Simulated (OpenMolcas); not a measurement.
Co2+.

- Program: OpenMolcas 26.06
- Basis: ANO-R1 [5s3p2d1f]
- Scalar Hamiltonian: X2C, finite nucleus
- Active space: 7 electrons in 5 orbitals (3d)
- State averaging: 2S+1 = 4 even, 10 roots; 2S+1 = 2 even, 40 roots
- Spin-orbit coupling: state interaction with AMFI integrals over the reference wave functions, term energies averaged over their components

Two sets of levels on these reference wave functions, in cm-1 above 3d7 4F 9/2: one from CASSCF and one from MS-CASPT2, IPEA 0.25 Eh, imaginary shift 0.1 Eh (closed shells correlated: 3s 3p).

| Level | Set 1 | Set 2 |
| --- | --- | --- |
| 3d7 4F 9/2 | 0.0 | 0.0 |
| 3d7 4F 7/2 | 841 | 845 |
| 3d7 4F 5/2 | 1463 | 1463 |
| 3d7 4F 3/2 | 1891 | 1887 |
| 3d7 2G 9/2 | 19200 | 17110 |
| 3d7 4P 5/2 | 19230 | 16590 |
| 3d7 4P 3/2 | 19520 | 16770 |
| 3d7 4P 1/2 | 19910 | 17230 |
| 3d7 2G 7/2 | 19990 | 17900 |
| 3d7 2P 3/2 | 25380 | 20480 |
| 3d7 2H 11/2 | 25510 | 23880 |
| 3d7 2P 1/2 | 26220 | 21150 |
| 3d7 2H 9/2 | 26220 | 24580 |
| 3d7 2D 5/2(1) | 27630 | 23550 |
| 3d7 2D 3/2(1) | 28870 | 24740 |
| 3d7 2F 5/2 | 44160 | 39150 |

Problem. Which set is which?

Solution. Set 2 is MS-CASPT2. Its levels of the other terms of 3d7 lie at 0.81 to 0.94 of the other set's values, as expected, since terms of lower spin or lower L gain more correlation energy than the Hund ground term. Against 14 measured levels (Sugar and Corliss, J. Phys. Chem. Ref. Data 10, 1097 (1981)) the mean absolute deviation is 730 cm-1 with it and 3100 cm-1 without; single levels miss by up to 2100 cm-1 with it.

Term energies are means over components that CASPT2 splits; among the terms shown or strongly mixed into the levels shown the widest spread is 900 cm-1 (3d7 4F, MS-CASPT2). Without dynamic correlation excited terms often stand tens of per cent too high (terms of higher spin than the ground term too low), and those without a measured partner can miss by more than the paired ones (holds for CASSCF). The CASPT2 spread within a term exceeds the gap to the next term for 3d7 2D(1) and 3d7 2H, so the order of their levels is uncertain (holds for MS-CASPT2). Computed and measured levels are paired by configuration, term and J; levels that our copy of the source lacks, or whose pairing is in doubt (as where it misses far off the trend of its configuration), stay unpaired and out of the deviations. Only configurations of the active space appear. The table leaves out levels that lie high or whose names do not pair safely across all columns.

A number in round brackets counts repeated terms of one configuration in the order of the reference energies.
